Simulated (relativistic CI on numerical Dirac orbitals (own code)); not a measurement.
How well does a small relativistic CI reproduce Pr I?

Computed by Dirac-Coulomb-Breit CI, KLI orbitals optimised for each configuration, QED by a radiative potential, valence Slater integrals scaled by 0.85, P86 correlation energy added to each configuration (own radial code, finite nucleus).

CI space (outside the closed core [Xe]): 4f³6s², 4f²6s²5d, 4f²6s5d², 4f³6s6p, 4f²6s²6p, 4f²6s²7p, 4f²6s²8s. Double excitations out of closed p, d and f shells are left out; levels of such configurations are missing from the list, as are those of other unlisted configurations, and high levels can miss mixing partners.

```tsv
Configuration	Term (tabulated)	J	Measured (cm⁻¹)	Computed	Error	Purity (%)
4f³6s²	4I°	9/2	0.0	0	0	97
4f³6s²	4I°	11/2	1376.6	1479	102	99
4f³6s²	4I°	13/2	2846.8	3070	223	100
4f³6s²	4I°	15/2	4381.1	4738	357	99
4f²6s²5d	4K	11/2	4866.5	-5912	-10779	59
4f²6s²5d	2H	9/2	5822.9	-4010	-9833	61
4f²6s²5d	4I	11/2	6313.2	-3853	-10166	70
4f²6s5d²	6L	11/2	6714.2	-8025	-14740	91
4f²6s5d²	6L	13/2	7630.2	-7208	-14838	92
4f²6s²5d	4I	13/2	7951.3	-2356	-10308	56
```

Measured levels from NIST Handbook of Basic Atomic Spectroscopic Data (Sansonetti and Martin, J. Phys. Chem. Ref. Data 34, 1559 (2005)); pairs were made by configuration, J and term (by order where the table uses no LS term), so strongly mixed levels may be paired wrongly.

Mean error by configuration (cm⁻¹): 4f³6s² 227; 4f²6s²5d -10271; 4f²6s5d² -14789. Over the excited levels the mean absolute error is 7927 cm⁻¹ (9 of the 9 excited levels that our extract of the source holds in range could be paired), and the median relative error of those above 1,000 cm⁻¹ is 160 %. Some levels of the ground configuration have no partner.
